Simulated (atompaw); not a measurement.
**Logarithmic derivatives: neodymium, PAW (atompaw)**

* Element: neodymium (Nd)
* Generator: atompaw 4.2.0.5
* Type: PAW
* Functional: LDA (PW92)
* Relativity: scalar-relativistic
* Frozen core: [Kr] 4d10
* Valence charge: 14
* Reference configuration: 4f4 5s2 5p6 5d0 6s1.5 6p0.5
* Partial waves: 5s (bound): rc 2.20 bohr; 6s (bound): rc 2.75 bohr; 5p (bound): rc 2.35 bohr; 6p (bound): rc 3.00 bohr; 5d (bound, empty): rc 3.00 bohr; 5d channel at 0.35 Ry: rc 3.00 bohr; 4f (bound): rc 1.10 bohr; 4f channel at 4.45 Ry: rc 1.10 bohr
* Local potential: troulliermartins scheme with l = 4 at 0 Ry, radius 2.50 bohr
* Core correction: smooth core density matched at 2.55 bohr
* Augmentation charge: gaussian compensation charge, radius 2.45 bohr; PAW radius 3.00 bohr; waves and projectors: custom polynom gramschmidtortho

The phase is arctan(r·u′/u) with u = r·R(r), unwrapped; energies in Ry, scanned from -5 to 5 Ry. A pole is an energy at which the radial function vanishes at the test radius. The pseudo phase is shifted by a multiple of π to meet the all-electron one at the reference energy, and phase errors are pseudo minus all-electron; the curves can meet again beyond the range given. Levels narrower than the energy grid can be missing from the lists of poles.

```json
{"channel": "s", "radius (bohr)": "3.01", "reference energy (Ry)": "-0.29", "poles, all-electron": "-2.96, 2.62", "poles, pseudo": "-2.96, 2.41", "unbroken range about the reference energy with phases within 0.05 rad": "below 3.1", "phase error 1 Ry above the reference energy (rad)": "-0.006"}
{"channel": "p", "radius (bohr)": "3.01", "reference energy (Ry)": "-0.12", "poles, all-electron": "-1.48, 3.86", "poles, pseudo": "-1.48, 2.85", "unbroken range about the reference energy with phases within 0.05 rad": "below 0.8", "phase error 1 Ry above the reference energy (rad)": "-0.054"}
{"channel": "d", "radius (bohr)": "3.01", "reference energy (Ry)": "-0.19", "poles, all-electron": "0.66", "poles, pseudo": "0.66", "unbroken range about the reference energy with phases within 0.05 rad": "the whole range", "phase error 1 Ry above the reference energy (rad)": "-0.000"}
{"channel": "f", "radius (bohr)": "3.01", "reference energy (Ry)": "-0.19", "poles, all-electron": "-0.13, 3.29", "poles, pseudo": "-0.13, 3.29", "unbroken range about the reference energy with phases within 0.05 rad": "the whole range", "phase error 1 Ry above the reference energy (rad)": "+0.002"}
```

Phases in the s channel:

```
E (Ry)  all-electron  pseudo
 -5.00         1.400   1.400
 -4.52         1.385   1.385
 -4.04         1.364   1.364
 -3.56         1.320   1.320
 -3.08        -0.610  -0.611
 -2.60        -1.741  -1.742
 -2.12        -1.800  -1.801
 -1.64        -1.855  -1.855
 -1.16        -1.934  -1.934
 -0.68        -2.081  -2.081
 -0.20        -2.464  -2.464
  0.28        -3.539  -3.543
  0.76        -4.264  -4.271
  1.24        -4.499  -4.507
  1.72        -4.607  -4.617
  2.20        -4.671  -4.687
  2.68        -4.718  -4.743
  3.16        -4.756  -4.807
  3.64        -4.794  -4.929
  4.12        -4.835  -6.079
  4.60        -4.890  -7.682
```
